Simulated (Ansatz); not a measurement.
# Telling isomers of CH3ClF2Si apart by their spectra

These gas-phase data were calculated for one isomer of CH3ClF2Si at PBE0-D3(BJ)/def2-SVP (harmonic, unscaled wavenumbers; equilibrium rotational constants with average atomic masses):

| Item | Value |
| --- | --- |
| rotational constants | 3.662, 2.348, 2.255 GHz |
| all wavenumbers above 1500 cm⁻¹ | 3186, 3182, 3072 |
| dipole moment | 2.43 D (PBE0/def2-TZVPD) |

Candidates:

(1) `C[Si](F)(F)Cl`, a singlet
(2) `F[SiH](F)CCl`, a singlet

Question: Which candidate do the data belong to?

Answer: Candidate (1). No mode falls between 2000 and 2380 cm⁻¹, where the Si–H stretch of (2) would stand.

The same quantities for all candidates:

|  | rotational constants (GHz) | wavenumbers above 1500 cm⁻¹ | dipole (D) | E above the lowest, PBE0-D3(BJ)/def2-SVP (kcal/mol) |
| --- | --- | --- | --- | --- |
| (1) | 3.662, 2.348, 2.255 | 3186, 3182, 3072 | 2.43 | 0.0 |
| (2) | 6.258, 1.652, 1.406 | 3177, 3102, 2336 | 1.57 | 46.1 |

Harmonic stretches to hydrogen usually lie a few per cent above observed fundamentals. Each candidate is one conformer. Programs: Ansatz 0.2.0.
